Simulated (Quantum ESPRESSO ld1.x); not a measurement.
The numbers below are computed, except where a source is named.
Problem. Pr11+, configuration [Kr] 4d10 5s2. Code: ld1.x of Quantum ESPRESSO 7.5. Model: Dirac Kohn-Sham, relativistic LDA (MacDonald-Vosko exchange, VWN5 correlation), spin-unpolarised, spherical densities, point nucleus. Some entries of the table are withheld. Estimate them.

| orbital | occ. | eigenvalue (eV) | <r> (bohr) |
|---|---|---|---|
| 1s1/2 | 2 | -41713.2 | 0.02419 |
| 2s1/2 | 2 | -6878.55 | 0.1029 |
| 2p1/2 | 2 | -6519.09 | 0.08628 |
| 2p3/2 | 4 | -6041.93 | 0.09256 |
| 3s1/2 | 2 | -1636.56 | 0.2728 |
| 3p1/2 | 2 | -1482.30 | (1) |
| 3p3/2 | 4 | -1387.67 | (2) |
| 3d3/2 | 4 | -1116.22 | 0.2454 |
| 3d5/2 | 6 | -1095.73 | 0.2493 |
| 4s1/2 | 2 | -472.626 | (3) |
| 4p1/2 | 2 | -414.126 | 0.6297 |
| 4p3/2 | 4 | -392.696 | 0.6554 |
| 4d3/2 | 4 | (4) | (5) |
| 4d5/2 | 6 | (6) | (7) |
| 5s1/2 | 2 | -192.300 | 1.274 |
| 5p1/2 | 0 | -171.692 | 1.343 |
| 5p3/2 | 0 | -166.260 | 1.385 |
| 6s1/2 | 0 | -104.638 | 2.212 |

Solution. 
(1) 3p1/2 <r> (bohr): 0.2623
(2) 3p3/2 <r> (bohr): 0.2745
(3) 4s1/2 <r> (bohr): 0.6155
(4) 4d3/2 eigenvalue (eV): -295.370
(5) 4d3/2 <r> (bohr): 0.6919
(6) 4d5/2 eigenvalue (eV): -291.422
(7) 4d5/2 <r> (bohr): 0.7003
